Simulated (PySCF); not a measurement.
Ligands exchanged one at a time, B SiH3-SH. Gas-phase values, no solvent. One relaxed conformer stands for each flexible species; it need not be the lowest. Strings in code marks are SMILES.

All values below come from TPSSh-D3(BJ)/def2-TZVP // B3LYP-D3(BJ)/def2-TZVP run with PySCF. Excitations are Tamm–Dancoff values on a coarser integration grid. The basis has no diffuse functions, so Rydberg states are missing or too high.

```
species                                                                                  S1–T1 gap (TDA) (eV)   HOMO (eV)  S1 excitation (TDA) (eV)
---------------------------------------------------------------------------------------  --------------------  ----------  ------------------------
0 of 3 SiH3 replaced by SH (`B([SiH3])([SiH3])[SiH3]`)                                                   0.79       -7.42                (withheld)
1 of 3 SiH3 replaced by SH (`[SiH3]B(S)[SiH3]` (Si–B–S–H torsion 1°))                                    0.75  (withheld)                      4.13
2 of 3 SiH3 replaced by SH (`[SiH3]B(S)S` (S–B–S–H torsion 180°, S–B–S–H torsion 180°))                  1.13       -7.00                      5.17
3 of 3 SiH3 replaced by SH                                                                               0.66       -6.92                (withheld)
```

### Question
Some entries are withheld; supply them.

### Answer

- 0 of 3 SiH3 replaced by SH (`B([SiH3])([SiH3])[SiH3]`), S1 excitation (TDA) (eV): 3.32
- 1 of 3 SiH3 replaced by SH (`[SiH3]B(S)[SiH3]` (Si–B–S–H torsion 1°)), HOMO (eV): -7.25
- 3 of 3 SiH3 replaced by SH, S1 excitation (TDA) (eV): 5.39
